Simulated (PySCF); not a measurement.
SMILES CC(=O)OC(C)C[O], doublet (GFN2-xTB optimised geometry):

```
17

C      0.038     0.331     0.000
C     -0.463    -0.362     1.238
O     -1.125    -1.364     1.257
O     -0.059     0.290     2.339
C     -0.473    -0.214     3.615
C     -1.343     0.817     4.323
C      0.798    -0.522     4.433
O      0.639    -0.843     5.686
H     -0.332    -0.185    -0.880
H     -0.301     1.364     0.000
H      1.125     0.331     0.000
H     -1.039    -1.141     3.456
H     -0.840     1.782     4.333
H     -2.301     0.922     3.822
H     -1.501     0.487     5.346
H      1.409    -1.294     3.897
H      1.487     0.359     4.343
```

Method: unrestricted CAM-B3LYP/def2-SVP (PySCF).

Task: What are the frontier orbital energies (α orbitals alone; a β orbital can be the lowest empty one) and the dipole moment?

Result: HOMO-2 -10.37 eV, HOMO-1 -9.43 eV, HOMO -9.38 eV, LUMO 1.68 eV, LUMO+1 2.69 eV; dipole moment 2.60 D.

On the same geometry unrestricted PBE/def2-SVP (PySCF) gives HOMO-2 -7.21 eV, HOMO-1 -6.28 eV, HOMO -6.19 eV, LUMO -0.72 eV, LUMO+1 0.96 eV; dipole moment 2.58 D.

Meta-Löwdin charges at CAM-B3LYP/def2-SVP: C1 -0.33, C2 0.52, O3 -0.44, O4 -0.37, C5 0.12, C6 -0.30, C7 0.04, O8 -0.27, H9 0.12, H10 0.12, H11 0.12, H12 0.11, H13 0.10, H14 0.10, H15 0.11, H16 0.12, H17 0.13.
